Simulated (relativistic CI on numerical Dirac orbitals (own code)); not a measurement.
Line list: Electric-dipole lines, Tb⁶²⁺

Calculated at this level of theory: Dirac-Coulomb-Breit CI, separate exchange-only KLI orbitals for each configuration, a model potential for QED, unscaled Slater integrals (own radial code, finite nucleus).

Configurations in the expansion (outside the closed core 1s2): 2s, 2p, 3s, 3p, 3d, 4s, 4p, 4d, 4f, 5s, 5p, 5d, 5f, 5g. Levels of other configurations are missing.

```csv
λ vac (Å),Lower,Upper,A (s⁻¹),log gf,S velocity/length
1.2013,2p ²P°3/2 [3],4d ²D5/2 [13],3.28e+14,-0.37,1.00
1.4418,2s ²S1/2 [1],3p ²P°3/2 [6],3.19e+14,-0.40,1.00
1.4667,2p ²P°1/2 [2],3d ²D3/2 [7],9.33e+14,0.08,1.00
1.4851,2s ²S1/2 [1],3p ²P°1/2 [5],4.13e+14,-0.56,1.00
1.6131,2p ²P°3/2 [3],3d ²D5/2 [8],1.01e+15,0.38,1.00
3.1437,3p ²P°3/2 [6],5d ²D5/2 [20],5.43e+13,-0.32,1.00
3.1529,3d ²D3/2 [7],5f ²F°5/2 [21],6.98e+13,-0.20,1.00
3.2063,3d ²D5/2 [8],5f ²F°7/2 [23],7.17e+13,-0.05,1.00
4.1653,3s ²S1/2 [4],4p ²P°3/2 [11],3.98e+13,-0.38,1.00
4.2192,3p ²P°1/2 [5],4d ²D3/2 [12],9.04e+13,-0.02,1.00
4.5592,3p ²P°3/2 [6],4d ²D5/2 [13],1.10e+14,0.31,1.00
4.5785,3d ²D3/2 [7],4f ²F°5/2 [14],2.08e+14,0.59,1.00
4.6789,3d ²D5/2 [8],4f ²F°7/2 [15],2.17e+14,0.76,1.00
9.1869,4p ²P°1/2 [10],5d ²D3/2 [19],1.77e+13,-0.05,1.00
9.8364,4p ²P°3/2 [11],5d ²D5/2 [20],2.29e+13,0.30,1.00
9.8741,4d ²D3/2 [12],5f ²F°5/2 [21],3.84e+13,0.53,1.00
10.060,4d ²D5/2 [13],5f ²F°7/2 [23],4.07e+13,0.69,1.00
10.062,4f ²F°5/2 [14],5g ²G7/2 [22],6.54e+13,0.90,1.00
10.149,4f ²F°7/2 [15],5g ²G9/2 [24],6.70e+13,1.01,1.00
42.296,3s ²S1/2 [4],3p ²P°3/2 [6],3.38e+11,-0.44,1.01
```

Terms are leading LS components. Brackets give the number of a level in order of energy, since labels repeat. The list gives strong lines, with weight on those to low levels. Levels whose partners in the same complex of configurations lie outside the list can be far off, and so can their lines. Rates are taken at the computed energies, electric ones in the length gauge. A velocity-to-length ratio far from 1 marks an uncertain rate.

At this charge energies of transitions that change n are usually good to better than 1 %, and those within a shell (Δn = 0) to a few per cent.

From the table, what is the radiative lifetime of 4d ²D5/2?

The listed rates from this level add up to about 4.38e+14 s⁻¹, 100 % of its decay; with all channels τ = 2.27e-15 s.
